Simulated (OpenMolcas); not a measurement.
## Kr V: CASPT2 settings compared

```yaml
Program: OpenMolcas 26.06
Basis: ANO-RCC-VTZP [6s5p3d1f]
Scalar_Hamiltonian: DKH3, point nucleus
Active_space: 2 electrons in 3 orbitals (4p)
State_averaging: 2S+1 = 3 even, 3 roots; 2S+1 = 1 even, 6 roots kept (CI in the orbitals of an earlier block)
Spin-orbit_coupling: RASSI with atomic mean-field integrals over the reference wave functions, term energies averaged over their components
```

Methods on the same reference wave functions:
A. CASSCF
B. SS-CASPT2, IPEA 0.5 Eh, sigma2 regulariser 0.15 Eh (closed shells correlated: 3d 4s)
C. SS-CASPT2, IPEA 0.6 Eh, real shift 0.3 Eh (closed shells correlated: 3d 4s)
D. XMS-CASPT2, IPEA 0.6 Eh, imaginary shift 0.05 Eh (closed shells correlated: 3d 4s)

Energies in cm⁻¹ above 4s² 4p² ³P₀, the measured ground level; measured values from Saloman, J. Phys. Chem. Ref. Data 36, 215 (2007).

```json
{"Level": "4s² 4p² ³P₀", "A": "0.0", "B": "0.0", "C": "0.0", "D": "0.0", "Measured": "0.0"}
{"Level": "4s² 4p² ³P₁", "A": "3217", "B": "3370", "C": "3370", "D": "3370", "Measured": "3743"}
{"Level": "4s² 4p² ³P₂", "A": "7056", "B": "7030", "C": "7030", "D": "7010", "Measured": "7595"}
{"Level": "4s² 4p² ¹D₂", "A": "22021", "B": "19350", "C": "19350", "D": "19110", "Measured": "19723"}
{"Level": "4s² 4p² ¹S₀", "A": "45890", "B": "39630", "C": "39710", "D": "39560", "Measured": "39204"}
```

Deviations, from unrounded energies. A percentage is the sum of absolute deviations over the sum of measured energies, with the sign that they share, or ± where signs differ.

```
                        Against measurement  Levels      A     B     C     D
             mean absolute deviation (cm-1)       4   2500   430   460   480
      fine structure of the ground term (%)       2   -9.4  -8.3  -8.3  -8.4
other terms of the ground configuration (%)       2  +15.2  ±1.4  ±1.5  ±1.6
```

B, C lie about equally close to measurement and A furthest from it. The largest miss of B in the table is 4s² 4p² ³P₂, by -570 cm-1. The ranking rests on the paired levels alone, and a cruder setting can come out closer through cancelling errors.

Among B to D the level of the table that moves most is 4s² 4p² ¹D₂, by 240 cm-1 (lowest in D, highest in B). Moves below CASPT2's spread within the term are not significant.

The mean deviations of B to D differ by less than CASPT2's widest spread within a term (610 cm-1), so their order carries little weight.

From A to B the spin-free energies of the other terms of 4s² 4p² shown, above ³P, scale by factors of 0.81 to 0.83.

The lowest spin-free term lies below A's lowest term by 0.114 hartree in B, 0.112 hartree in C, 0.117 hartree in D.

Term energies are means over components that CASPT2 splits; among the terms shown or strongly mixed into the levels shown the widest spread is 610 cm-1 (4s² 4p² ¹D, D). Terms from blocks run as CI alone lack orbitals of their own. With the s shell closed, the reference lacks s² → p² mixing. Computed and measured levels are paired by configuration, term and J; levels that our copy of the source lacks, or whose pairing is in doubt (as where it misses far off the trend of its configuration), stay unpaired and out of the deviations. Levels of configurations outside the active space are missing.
